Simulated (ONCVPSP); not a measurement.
# PBE ONCV dataset for vanadium (V), non-relativistic all-electron reference.

- Element: vanadium
- Generator: ONCVPSP 4.0.1
- Type: optimised norm-conserving Vanderbilt (ONCV)
- Functional: PBE
- Relativity: non-relativistic
- Frozen core: [Ne]
- Valence charge: 13
- Reference configuration: 3s2 3p6 3d3 4s1.5 (charge +0.5)
- Partial waves: 3s+4s: rc 1.30 bohr, ncon 4, nbas 8, qcut 8.6 1/bohr, 2 projectors; 3p: rc 1.25 bohr, ncon 4, nbas 8, qcut 8.7 1/bohr, 2 projectors, debl 1.9 Ha; 3d: rc 2.20 bohr, ncon 4, nbas 8, qcut 6.5 1/bohr, 2 projectors, debl 1.3 Ha
- Local potential: polynomial inside 1.15 bohr (lpopt 5, dvloc0 0 Ha)
- Core correction: none

All-electron outer shells of the reference configuration (PBE, non-relativistic, ld1.x):

```
shell  level (eV)  outermost node (bohr)  outermost maximum (bohr)
   2p     -505.56                      –                      0.21
   3s      -72.76                   0.38                      0.83
   3p      -47.51                   0.35                      0.85
   3d       -8.90                      –                      0.88
   4s       -7.63                   1.18                      2.69
```

Results:

```
Cutoffs needed           : 29 Ha and 34 Ha (the cutoffs (Ha) at which the residual kinetic energy of the hardest occupied pseudo-wave falls to 1 and 0.1 mHa per electron)
Ghost test               : no bound ghost flagged; no localised positive-energy state flagged
Largest excitation error : -2.5 meV (all-electron minus pseudo) for 3s2 3p6 3d3 4s0, out of 4 test configurations
```

Generation and tests took about 3 s on one core of a shared server CPU.
